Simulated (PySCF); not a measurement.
# One molecule, several mistakes: C2FH5Si

Calculated results; nothing here was measured. The program is PySCF 2.14.0, an open-source quantum chemistry code, run on an isolated molecule that a program drew, which may never have been made. The molecule is C2FH5Si (charge 0, singlet), drawn as the SMILES string `CC=[SiH]F`.

Each row is a Hartree-Fock (HF) and frozen-core CCSD(T) single point in the cc-pV(D+d)Z basis, meant for a local HF minimum. Run 1 is clean. Each other run has one planted mistake out of seven kinds, and not every kind appears here: one electron removed, one electron added, multiplicity raised by two, geometry at a saddle point, minimal basis STO-3G, one bond length entered in bohr, all coordinates scaled. The reference is restricted for singlets and unrestricted otherwise, and also for a bond in bohr. Adding or removing an electron swaps singlet and doublet. Electrons count all cores. HOMO and LUMO are orbital energies over both spins, the gradient is its largest component, and the lowest frequency (negative if imaginary) is given only where the gradient is small. Bond lengths are over the 8 bonds as drawn. T1 is the CCSD diagnostic: over 0.02 (restricted) or 0.045 (unrestricted) a single reference is doubtful.

Geometry of the clean run:
```xyz
9
C2FH5Si, angstrom
C     0.0594    1.4520   -0.9746
C    -0.9438    1.2630    0.1409
Si   -0.5827    0.8386    1.7261
F    -1.6978    0.6532    2.8662
H     1.0860    1.2829   -0.6408
H     0.0111    2.4661   -1.3813
H    -0.1334    0.7611   -1.8004
H    -1.9868    1.4190   -0.1192
H     0.7313    0.5783    2.3117
```

| run | electrons | basis functions | <S^2> | HOMO (eV) | LUMO (eV) | gradient (hartree/bohr) | lowest frequency (cm^-1) | mean bond (Å) | longest bond (Å) | T1 | HF (hartree) | CCSD(T) (hartree) | mistake |
|---|---|---|---|---|---|---|---|---|---|---|---|---|---|
| 1 | 40 | 90 | 0.000 | -8.34 | 2.98 | 3.5e-05 | 176 | 1.3283 | 1.680 | 0.0124 | -467.01929 | -467.64069 | no fault |
| 2 | 40 | 90 | 0.000 | -8.21 | 2.21 | 5.4e-02 | - | 1.4465 | 1.830 | 0.0148 | -466.95715 | -467.60157 | all coordinates scaled |
| 3 | 40 | 90 | 0.911 | -7.91 | 2.43 | 5.1e-02 | - | 1.4499 | 2.067 | 0.0542 | -466.90311 | -467.51553 | ? |
| 4 | 40 | 29 | 0.000 | -5.45 | 7.70 | 4.2e-02 | - | 1.3283 | 1.680 | 0.0129 | -461.27938 | -461.51426 | ? |

**Which mistake was planted in run 3, and what did it cost?**

The mean bond changes by a factor of 1.092 and the longest by 1.230, so the molecule wasn't scaled as a whole. A length L in bohr read as angstrom grows by (1/0.5292 - 1) L = 0.890 L. The 8 bonds together grew by 8 x 0.1216 = 0.973 Å, which gives L = 1.093 Å. That is the length of one of the C-H bonds, 1.094 Å in the clean geometry. So the mistake is: one bond length entered in bohr. Subtracting run 1 and multiplying by 627.51 kcal/mol a hartree, the energy moved by 72.9 kcal/mol in HF and 78.5 kcal/mol in CCSD(T).

**Which mistake was planted in run 4, and what did it cost?**

It has 29 basis functions where the clean run has 90, with the same electrons and geometry. So the mistake is: minimal basis STO-3G. Subtracting run 1 and multiplying by 627.51 kcal/mol a hartree, the energy moved by 3601.8 kcal/mol in HF and 3844.4 kcal/mol in CCSD(T).

Cautions from the logs. Run 3: T1 is over the limit, so its CCSD(T) energy is less reliable.
